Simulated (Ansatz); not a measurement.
`S[SiH2]BCl` + H₂Te → `ClB[TeH]` + `[SiH3]S` at 700 K and 1 bar (cleavage of the B–Si bond).

Gas-phase electronic energies from Ansatz, PBE0-D4/def2-TZVP geometries. CCSD(T)/CBS adds triple-zeta CCSD(T) − MP2 to the extrapolated MP2 energy (def2 sets, frozen cores). def2 core potentials past Kr. For Te outer-core shells are correlated without core-valence functions, which leaves a few kJ/mol of doubt a bond. Each species was taken in one conformer, which may not be the lowest.

```tsv
species	CCSD(T)/CBS energy (Eh)	H − E (kJ/mol)	S (J/(mol·K))
`S[SiH2]BCl`	-1173.87376	175.7	452.3
H₂Te	-268.91024	57.2	261.6
`ClB[TeH]`	-753.54186	99.6	367.3
`[SiH3]S`	-689.27336	135.5	340.5
```

H − E and S are ideal-gas, rigid-rotor, harmonic terms from PBE0-D4/def2-TZVP, for one conformer and one mirror image of each species. 1 Eh = 2625.50 kJ/mol, R = 8.31446 J/(mol·K).

Problem. By hand: ΔE, ΔH, ΔS and ΔG.

Solution. ΔE = (-753.54186) + (-689.27336) − (-1173.87376) − (-268.91024) = -0.03122 Eh = -82.0 kJ/mol. Δ(H − E) = 99.6 + 135.5 − 175.7 − 57.2 = 2.2, so ΔH = -79.8 kJ/mol. ΔS = 367.3 + 340.5 − 452.3 − 261.6 = -6.1 J/(mol·K). ΔG = -79.8 − 700 × (-6.1)/1000 = -75.5 kJ/mol.

Problem. By hand: the equilibrium constant, and the temperature at which ΔG would vanish if ΔH and ΔS stayed fixed.

Solution. log₁₀ K = −ΔG/(RT ln 10) = 5.6. ΔG = 0 at ΔH/ΔS = 13082 K, far beyond where these terms or the molecules hold.

The number of gas molecules stays the same, so ΔS is small and ΔH decides. A doubt of 5 kJ/mol in ΔE shifts log₁₀ K by 0.4 here. Other conformers and mirror images would add mixing entropy, several J/(mol·K) or more a flexible species. Modes under 60 cm⁻¹, often nearly free rotors, make the harmonic entropy too high. These are equilibria of isolated gas molecules and say nothing of rates. Largest T1 diagnostic: 0.014 (customary marks: 0.02 for closed shells, 0.045 for open ones).
